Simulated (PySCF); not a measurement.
## `CC1=CC=C(C)C[CH+]1`, [C8H11]+, charge +1

Geometry:
```tsv
atom	x (Å)	y (Å)	z (Å)
C1	2.931	0.350	-0.273
C2	1.459	0.169	-0.147
C3	0.722	1.018	0.712
C4	-0.646	0.907	0.885
C5	-1.378	-0.059	0.216
C6	-2.833	-0.191	0.403
C7	-0.677	-0.969	-0.696
C8	0.772	-0.796	-0.831
H9	3.362	-0.373	-0.959
H10	3.409	0.237	0.699
H11	3.160	1.353	-0.632
H12	1.260	1.784	1.254
H13	-1.151	1.587	1.557
H14	-3.331	0.746	0.147
H15	-3.063	-0.365	1.455
H16	-3.261	-0.994	-0.190
H17	-1.142	-0.917	-1.694
H18	-0.892	-2.012	-0.414
H19	1.290	-1.467	-1.500
```

Total charge +1.

Computed, not measured: GIAO wB97X-D/pcSseg-1 magnetisability, rotational g tensor and spin-rotation constants, non-relativistic, gas phase (PySCF 2.14.0). Geometry: GFN2-xTB.

For an ion the centre-of-mass motion in the field is neglected.

Task: What are the magnetisability and the molar susceptibility?

Result: Isotropic -1151 × 10⁻³⁰ J/T², or -69.3 × 10⁻⁶ cm³/mol; principal values -1682, -996, -776 × 10⁻³⁰ J/T², anisotropy 818 × 10⁻³⁰ J/T² (root of half the summed squared differences of the principal values). The susceptibility is in cgs units.

Task: Split it along the inertial axes a, b, c into diamagnetic and paramagnetic parts about the centre of mass, with the quadrupole moment.

Result: 
```
axis  χ (10⁻⁶ cm³/mol)  diamagnetic (10⁻⁶ cm³/mol)  paramagnetic (10⁻⁶ cm³/mol)  summed x² of all electrons (Å²)  quadrupole Θ (D Å)
   a             -59.9                      -340.9                        281.0                            216.3              +15.11
   b             -46.9                      -978.7                        931.9                             66.0               +2.53
   c            -101.3                     -1197.8                       1096.5                             14.4              -17.63
```
Anisotropies 2χaa − χbb − χcc = +28.4 and 2χbb − χaa − χcc = +67.5 × 10⁻⁶ cm³/mol. Θ is traceless in Buckingham's convention.

Task: And the rotational g tensor?

Result: 
```tsv
axis	rotational constant (GHz)	g	nuclear part	electronic part
a	5.1172	-0.0286	0.6469	-0.6756
b	1.4239	-0.0117	0.6116	-0.6234
c	1.1367	+0.0261	0.6116	-0.5855
```
Asymmetric top; isotopes 12C, 1H; no vibrational averaging.
